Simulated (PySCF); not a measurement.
## [La(P5)2]+: from a saddle point downhill

PySCF 2.14.0, RKS PBE, La lcecp-1-SVP with ECP46, P def2-SVP; non-relativistic Hamiltonian with scalar-relativistic core potentials where named; density fitting; no spin-orbit coupling. Relaxed within the symmetry of its start, the geometry (D5d) is

```xyz
11

La    0.0000    0.0000    0.0000
P     0.0000    1.8317    2.6380
P    -1.7421    0.5660    2.6380
P    -1.0767   -1.4819    2.6380
P     1.0767   -1.4819    2.6380
P     1.7421    0.5660    2.6380
P     0.0000   -1.8317   -2.6380
P    -1.7421   -0.5660   -2.6380
P    -1.0767    1.4819   -2.6380
P     1.0767    1.4819   -2.6380
P     1.7421   -0.5660   -2.6380
```

and its lowest harmonic modes are -44, -40, -14, 86, 87, 91 cm⁻¹ (negative: unstable). It was moved along the lowest mode and relaxed again.

**Question.** Where does it end, and how much lower?

**Answer.** In C2, 0.275 eV lower, after 12 steps:
```xyz
11

La    0.8509   -0.0038    0.0000
P    -0.1774    1.8299    2.3928
P    -1.7920    0.5703    1.7445
P    -1.1690   -1.4831    1.9867
P     0.8262   -1.4778    2.7914
P     1.4511    0.5670    3.0367
P    -0.1785   -1.8283   -2.3992
P    -1.7923   -0.5699   -1.7464
P    -1.1680    1.4840   -1.9815
P     0.8270    1.4801   -2.7862
P     1.4508   -0.5644   -3.0389
```

**Question.** How do the contacts change?

**Answer.** 
```
     contact  saddle (Å)  end (Å)
 La1–P4 (P5)       3.212    3.196
La1–P10 (P5)       3.212    3.157
 La1–P6 (P5)       3.212    3.148
La1–P11 (P5)       3.212    3.148
```


No frequency check is given for the end, and other unstable modes may remain.

State: singlet in the valence, with the 4f electrons in the core potential.
